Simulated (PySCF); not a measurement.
C3H9N, triplet, at the geometry of the source list (a higher spin typed on purpose: for a closed-shell molecule this is an excited state) (in this run its highest filled SCF level lies above zero, so its values depend strongly on the basis, on diffuse functions most of all); B3LYP/STO-3G (PySCF).

Here is a job for PySCF.
```python
from pyscf import gto, scf, dft

mol = gto.M(
    atom='''
C    -0.614200    1.115900    0.564100
C    -0.090100    0.020200   -0.360400
C     1.350600   -0.341200   -0.009000
N    -0.920200   -1.166700   -0.188500
H     0.003100    2.006700    0.485700
H    -0.600200    0.761000    1.590700
H    -1.637000    1.378100    0.303300
H    -0.112200    0.399900   -1.401700
H     1.723600   -1.114300   -0.677000
H     1.391800   -0.716300    1.009700
H     1.993000    0.530900   -0.094600
H    -0.602700   -1.912700   -0.798200
H    -1.885400   -0.961400   -0.424100
''',
    basis='sto-3g',
    charge=0,
    spin=2,
    verbose=4,
)

mf = dft.UKS(mol)
mf.xc = 'b3lyp'
mf.grids.becke_scheme = dft.gen_grid.stratmann
mf.kernel()
mf.analyze()
```

Output, abridged:

```
PySCF version 2.14.0

[INPUT] verbose = 4
[INPUT] num. atoms = 13
[INPUT] num. electrons = 34
[INPUT] charge = 0
[INPUT] spin (= nelec alpha-beta = 2S) = 2
[INPUT] symmetry False subgroup None
[INPUT] Mole.unit = angstrom
[INPUT] Symbol           X                Y                Z      unit          X                Y                Z       unit  Magmom
[...]
nuclear repulsion = 136.088350249605
number of shells = 21
number of NR pGTOs = 87
number of NR cGTOs = 29
basis = sto-3g
ecp = {}

******** <class 'pyscf.dft.uks.UKS'> ********
method = UKS
initial guess = minao
damping factor = 0
level_shift factor = 0
DIIS = <class 'pyscf.scf.diis.CDIIS'>
diis_start_cycle = 1
diis_space = 8
diis_damp = 0
SCF conv_tol = 1e-09
SCF conv_tol_grad = None
SCF max_cycles = 50
direct_scf = True
direct_scf_tol = 1e-13
number electrons alpha = 18  beta = 16
XC library pyscf.dft.libxc version 7.1.2
    S. Lehtola, C. Steigemann, M. J. T. Oliveira, and M. A. L. Marques,  SoftwareX 7, 1–5 (2018)
XC functionals = b3lyp
    P. J. Stephens, F. J. Devlin, C. F. Chabalowski, and M. J. Frisch,  J. Phys. Chem. 98, 11623 (1994)
radial grids:
    Treutler-Ahlrichs [JCP 102, 346 (1995); DOI:10.1063/1.469408] (M4) radial grids

becke partition: Stratmann, Scuseria, Frisch. CPL, 257, 213 (1996); DOI:10.1016/0009-2614(96)00600-8
pruning grids: <function nwchem_prune>
grids dens level: 3
symmetrized grids: False
atomic radii adjust function: <function treutler_atomic_radii_adjust>
small_rho_cutoff = 0
Set gradient conv threshold to 3.16228e-05
tot grids = 144528
init E= -172.540854600797

cycle= 1 E= -171.868834428856  delta_E= 0.672  |g|= 0.199  |ddm|= 3.61

cycle= 2 E= -171.87810128228  delta_E= -0.00927  |g|= 0.217  |ddm|= 2.28

cycle= 3 E= -171.912545767286  delta_E= -0.0344  |g|= 0.0488  |ddm|= 0.979

cycle= 4 E= -171.914741409251  delta_E= -0.0022  |g|= 0.0165  |ddm|= 0.277

cycle= 5 E= -171.915352831929  delta_E= -0.000611  |g|= 0.00765  |ddm|= 0.148

cycle= 6 E= -171.91545872846  delta_E= -0.000106  |g|= 0.00417  |ddm|= 0.0765

cycle= 7 E= -171.915487678973  delta_E= -2.9e-05  |g|= 0.0012  |ddm|= 0.0384

cycle= 8 E= -171.915491716388  delta_E= -4.04e-06  |g|= 0.000669  |ddm|= 0.0195

cycle= 9 E= -171.915492722281  delta_E= -1.01e-06  |g|= 0.00021  |ddm|= 0.01

cycle= 10 E= -171.915492830278  delta_E= -1.08e-07  |g|= 6.21e-05  |ddm|= 0.00306

cycle= 11 E= -171.915492844085  delta_E= -1.38e-08  |g|= 1.22e-05  |ddm|= 0.00161

[...]
converged SCF energy = -171.915492844429  <S^2> = 2.0014652  2S+1 = 3.0009766
Total Energy =                        -171.915492844428826
[...]
spin_pop of  0 C 2px      -0.00038
spin_pop of  0 C 2py       0.00173
spin_pop of  0 C 2pz      -0.00061
spin_pop of  1 C 1s       -0.00001
spin_pop of  1 C 2s        0.01544
spin_pop of  1 C 2px       0.06659
spin_pop of  1 C 2py       0.16592
spin_pop of  1 C 2pz       0.03020
spin_pop of  2 C 1s        0.00000
spin_pop of  2 C 2s       -0.00159
spin_pop of  2 C 2px      -0.00246
spin_pop of  2 C 2py       0.00253
spin_pop of  2 C 2pz       0.00068
spin_pop of  3 N 1s        0.00009
spin_pop of  3 N 2s        0.32694
spin_pop of  3 N 2px      -0.00319
spin_pop of  3 N 2py       0.09136
spin_pop of  3 N 2pz       0.79046
spin_pop of  4 H 1s        0.04168
spin_pop of  5 H 1s        0.01268
spin_pop of  6 H 1s        0.00100
spin_pop of  7 H 1s        0.09725
spin_pop of  8 H 1s        0.00101
spin_pop of  9 H 1s        0.01270
spin_pop of  10 H 1s        0.04170
spin_pop of  11 H 1s        0.15472
spin_pop of  12 H 1s        0.15516
 ** Mulliken Spin Density (per atom)  **
spin density of  0 C =     -0.00085
spin density of  1 C =      0.27814
spin density of  2 C =     -0.00084
spin density of  3 N =      1.20566
spin density of  4 H =      0.04168
spin density of  5 H =      0.01268
spin density of  6 H =      0.00100
spin density of  7 H =      0.09725
spin density of  8 H =      0.00101
spin density of  9 H =      0.01270
spin density of  10 H =      0.04170
spin density of  11 H =      0.15472
spin density of  12 H =      0.15516
 ** Mulliken pop alpha/beta on meta-lowdin orthogonal AOs **
 ** Mulliken pop       alpha | beta **
[...]
In total            18.00000 | 16.00000
 ** Mulliken atomic charges   ( Nelec_alpha | Nelec_beta ) **
charge of  0C =     -0.14560  (     3.07238      3.07323 )
charge of  1C =     -0.01032  (     3.14423      2.86609 )
charge of  2C =     -0.14560  (     3.07238      3.07322 )
charge of  3N =     -0.01645  (     4.11105      2.90539 )
charge of  4H =      0.01993  (     0.51088      0.46920 )
charge of  5H =      0.03243  (     0.49012      0.47744 )
charge of  6H =      0.03411  (     0.48345      0.48245 )
charge of  7H =      0.03748  (     0.52989      0.43263 )
charge of  8H =      0.03409  (     0.48346      0.48245 )
charge of  9H =      0.03242  (     0.49014      0.47744 )
charge of  10H =      0.01993  (     0.51088      0.46919 )
charge of  11H =      0.05392  (     0.55040      0.39568 )
charge of  12H =      0.05367  (     0.55075      0.39559 )
Dipole moment(X, Y, Z, Debye): -0.89766, -1.00499, -0.52745
```
